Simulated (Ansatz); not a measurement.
Consider the ligand exchange at the Al–C bond: `C[CH]([AlH2])CO` + `N[SiH2][SiH3]` → `[AlH2][NH][SiH2][SiH3]` + `CCCO`.

Gas-phase electronic energies from Ansatz, PBE0-D4/def2-TZVP geometries. CCSD(T)/CBS is the MP2 limit (def2-TZVPP, def2-QZVPP) plus CCSD(T) − MP2 in def2-TZVPP, frozen cores. This one scheme is used for every species. DFT in def2-TZVPP. B3LYP here is the variant with VWN-RPA as its local correlation; programs differ in this. One conformer a species, not always the lowest.

```
             level  ΔE (kJ/mol)  difference from CCSD(T)/CBS
         r2SCAN-D4       -132.3                         -0.6
           PBE0-D4       -126.4                          5.3
          B3LYP-D4       -132.4                         -0.7
           ωB97X-V       -129.2                          2.5
               PBE       -124.9                          6.8
            r2SCAN       -132.5                         -0.8
              PBE0       -127.3                          4.4
             B3LYP       -134.2                         -2.5
     HF/def2-TZVPP       -143.5                        -11.8
    MP2/def2-TZVPP       -134.1                         -2.4
SCS-MP2/def2-TZVPP       -136.3                         -4.6
   CCSD/def2-TZVPP       -135.1                         -3.4
CCSD(T)/def2-TZVPP       -134.2                         -2.5
     HF/def2-QZVPP       -144.3                        -12.6
      HF/CBS(def2)       -144.3                        -12.6
     MP2/CBS(def2)       -131.6                          0.1
       CCSD(T)/CBS       -131.7                            0
```

Largest T1 diagnostic among the species: 0.013.

In def2-TZVPP, CCSD(T) changes the Hartree–Fock value by +9.4 kJ/mol (the triples alone add +0.9 kJ/mol) and MP2 by +9.4 kJ/mol.
